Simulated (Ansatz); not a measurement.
Calculated with Ansatz (gas phase, PBE0-D4/def2-TZVP geometries, no zero-point term in ΔE). CBS: MP2 limit from def2 TZ/QZ plus the TZ coupled-cluster correction, frozen cores. Functionals use def2-TZVPP. Elements past krypton have def2 core potentials. For Sn outer-core shells are correlated without core-valence functions, which leaves a few kJ/mol of doubt a bond. One conformer a species, not always the lowest.

Reaction (redistribution): `C[O][SnH2][F]` + `C[CH2][Al]([CH3])[OH]` → `C[CH2][SnH2][F]` + `C[O][Al]([CH3])[OH]`

| level | ΔE (kcal/mol) |
| --- | --- |
| B97M-V | -24.6 |
| PBE0-D4 | -25.8 |
| ωB97M-V | -26.0 |
| B2PLYP | -26.6 |
| PBE | -24.4 |
| r2SCAN | -25.8 |
| CCSD(T)/def2-SVP | -26.5 |
| HF/CBS(def2) | -27.6 |

(1) What does CCSD(T)/CBS give? (An estimate is asked.)

Largest T1 diagnostic among the species: 0.014.

Results:

(1) Ansatz gave: -26.2 kcal/mol. The listed levels differ from it by 1.6, 0.4, 0.2, -0.4, 1.8, 0.4, -0.3, -1.4 kcal/mol.

From r2SCAN to r2SCAN0 (25 % exact exchange), in def2-TZVPP and without D4, ΔE moves by −1.2 kcal/mol. Leaving LDA and LC-ωPBE aside and taking each functional with its dispersion term where it has one, the values, not all of them listed here, spread over 3.6 kcal/mol, from BHLYP-D4 to revPBE-D4. LDA lies −1.5 kcal/mol from PBE without D4.
